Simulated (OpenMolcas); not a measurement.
## In II: effect of the basis set

```yaml
Program: OpenMolcas 26.06
Method: "MS-RASPT2, IPEA 0.25 Eh, imaginary shift 0.1 Eh (closed shells correlated: 4d)"
Active_space: 2 electrons in 9 orbitals (RAS2 5s 5p; RAS3 5d, at most 2 electrons)
State_averaging: 2S+1 = 3 even, 3 roots; 2S+1 = 1 even, 7 roots; 2S+1 = 3 odd, 3 roots; 2S+1 = 1 odd, 3 roots
Spin-orbit_coupling: state interaction with AMFI integrals over the reference wave functions, term energies averaged over their components
```

A. ANO-RCC-VTZP [7s6p4d2f1g], DKH2, point nucleus; CASPT2 step roughly 6 core-seconds
B. ANO-R2 [7s6p4d2f1g], X2C, finite nucleus; CASPT2 step about 7 core-seconds
C. ANO-RCC-VQZP [8s7p5d3f2g], DKH2, point nucleus; CASPT2 step roughly 8 core-seconds

Energies in cm⁻¹ above 5s² ¹S₀, the measured ground level; measured values from NIST Handbook of Basic Atomic Spectroscopic Data.

```csv
Level,A,B,C,Measured
5s² ¹S₀,0.0,0.0,0.0,0.0
5s 5p ³P°₀,42360,42910,42510,42276
5s 5p ³P°₁,43230,43770,43440,43351
5s 5p ³P°₂,45160,45680,45510,45830
5s 5p ¹P°₁,62230,62790,62450,63038
```

Deviations, from unrounded energies. A percentage is the sum of absolute deviations over the sum of measured energies, with the sign that they share, or ± where signs differ.

| Against measurement | Levels | A | B | C |
| --- | --- | --- | --- | --- |
| mean absolute deviation (cm-1) | 4 | 420 | 360 | 310 |
| other configurations (%) | 4 | ±0.9 | ±0.7 | ±0.6 |

C lies closest to measurement on these levels and A furthest from it. The largest miss of C in the table is 5s 5p ¹P°₁, by -580 cm-1. The ranking rests on the paired levels alone, and a cruder setting can come out closer through cancelling errors.

Among A to C the level of the table that moves most is 5s 5p ¹P°₁, by 560 cm-1 (lowest in A, highest in B). Moves below CASPT2's spread within the term are not significant.

Active for correlation alone: 5d; no level in the range computed is led by a configuration that fills it, so any true level of that kind is missing. Measured partners are found by configuration, term and J. A level has none where our copy of the source lacks it or the pairing is in doubt (some pairs that miss far off the trend of their configuration count as doubtful), and it then counts in no deviation. Levels of configurations outside the active space are missing. The table leaves out levels that lie high or whose names do not pair safely across all columns.

° marks odd parity.
